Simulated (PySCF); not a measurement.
From computed data to an observable: oscillator strength and radiative lifetime

Zn(NH2)(SMe) (CH₅NSZn), SMILES [S](C)[Zn][NH2].

Geometry optimised at ωB97X-D3(BJ)/def2-SVP. The structure was generated by enumeration; whether it is a known compound was not checked. Other conformers were not sampled.

TDA-M06-2X/def2-SVPD run with PySCF 2.14.0 puts the first singlet state with f over 0.02 at 5.19 eV (vertical), with the transition dipole (-0.525, 0.467, 0.000) in atomic units.

Problem. Find the oscillator strength, the wavelength and the radiative lifetime that this transition would have in vacuum if emission retraced absorption.

Solution. 
|μ|² = 0.4937 au, so |μ| = 1.79 D. ΔE = 5.19/27.211 = 0.1907 hartree. f = (2/3) ΔE |μ|² = 0.063 (the program prints 0.063).
λ = 1239.84/5.19 = 239 nm; ν = 41860 cm⁻¹.
Einstein's coefficient A = 0.6670 ν² f s⁻¹ (ν in cm⁻¹) = 7.3e7 s⁻¹, so τ = 1/A = 14 ns. This state is S2; the lower singlet has f = 0.017. The figure is the radiative limit of this one transition; relaxation, internal conversion, crossing to triplets and a medium change what is measured.
